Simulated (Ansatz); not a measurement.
Al(phosphinine)H3 (C5H8AlP), relaxed as a singlet with RKS PBE-D4/def2-SVP in Ansatz, starting from the GFN2-xTB geometry. Force threshold 0.02 eV/Å.

Start:

```xyz
15

Al    1.987   -0.269    1.746
P     0.100   -1.316    0.484
C    -1.187   -0.222    0.866
C    -1.728    0.683   -0.022
C    -1.268    0.851   -1.320
C    -0.218    0.114   -1.850
C     0.470   -0.848   -1.141
H    -1.607   -0.292    1.862
H    -2.544    1.311    0.315
H    -1.739    1.597   -1.943
H     0.085    0.320   -2.868
H     1.274   -1.383   -1.633
H     3.090   -1.222    1.171
H     1.362   -0.517    3.161
H     1.923    1.194    1.172
```

Estimate the energy that the relaxation releases and the steps that it takes.

44.7 kJ/mol, in 15 steps; 47 s on 4 threads of Intel Xeon on a shared host. No frequencies were taken in this run, so the end may be a saddle point.

Does the start keep its bonding and symmetry?

By distances, no bond broke or formed. The bond that changes most is Al1–H14, from 1.57 to 1.61 Å (atoms count from 1).

Predict the relaxed structure.


```
atom   x (Å)   y (Å)   z (Å)
 Al1   2.332  -0.684   2.160
  P2   0.531  -0.187   0.490
  C3  -1.082   0.373   0.803
  C4  -2.000   0.658  -0.215
  C5  -1.711   0.521  -1.585
  C6  -0.466   0.080  -2.069
  C7   0.610  -0.264  -1.243
  H8  -1.378   0.499   1.857
  H9  -3.005   1.007   0.072
 H10  -2.498   0.768  -2.313
 H11  -0.331   0.000  -3.160
 H12   1.557  -0.606  -1.692
 H13   3.064  -1.847   1.317
 H14   1.342  -1.085   3.368
 H15   3.034   0.767   2.209
```
Bond lengths: 4 × C–C 1.40 to 1.41 Å; 2 × C–P 1.74 Å; 1 × Al–P 2.51 Å; 5 × C–H 1.10 Å; 3 × Al–H 1.61 Å.
